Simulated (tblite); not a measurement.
octasulfur (S8), singlet, geometry from GFN2-xTB; GFN1-xTB with ALPB(water) (tblite 0.6.0).

Input for tblite:
```
$ tblite run mol.xyz --method gfn1 --charge 0 --spin 0 --alpb water --json tblite.json --no-restart

# file mol.xyz
8

S      1.75411790    -1.78962887     0.07332880
S      1.52958456    -0.06385551     1.13564303
S      1.91565693     1.61650911     0.04727578
S      0.12771566     2.07563782    -0.95606029
S     -1.36295301     1.78306853     0.41879447
S     -2.36887737     0.11051203    -0.23977795
S     -1.52527058    -1.63948521     0.44497305
S     -0.06997411    -2.09275791    -0.92417688
```

The log (banner, timings and long lists left out):

```
xTB calculator
 | screened Coulomb repulsion
 | Coulomb electrostatics
 |  * isotropic Klopman-Ohno-Mataga-Nishimoto electrostatics
 |  * onsite third-order electrostatics
 | DFT-D3(BJ) dispersion correction
 | Interactions (3)
 | [1] alpb/gbsa reaction field model
 | [2] cds contribution to solvation
 | [3] empirical free energy shift and standard state/solvent correction

halogen bonding energy    0.0000000000000E+00 Eh
repulsion energy          4.6171583221380E-02 Eh
dispersion energy        -1.0279037837866E-02 Eh
interaction energy       -5.4830565509813E-03 Eh
number of electrons       4.8000000000000E+01 e
integral cutoff           1.9487547202114E+01 bohr

------------------------------------------------------------
  cycle        total energy    energy error   density error
------------------------------------------------------------
      1     -29.61275326808  -2.9643163E+01   5.4492732E-02
      2     -29.61293185792  -1.7858984E-04   3.2909903E-02
      3     -29.61273878992   1.9306800E-04   2.5354458E-02
      4     -29.61375756703  -1.0187771E-03   1.7314356E-03
      5     -29.61376780259  -1.0235560E-05   1.9749046E-04
      6     -29.61376792626  -1.2366790E-07   3.9965616E-05
      7     -29.61376792687  -6.0855143E-10   2.8833132E-05
      8     -29.61376792776  -8.8676444E-10   4.3488029E-06
------------------------------------------------------------

electronic energy        -2.9644177416590E+01 Eh
total energy             -2.9613767927758E+01 Eh

Post processing:
 | Mayer-Wiberg bond orders

[Info] JSON dump of results written to 'tblite.json'
```
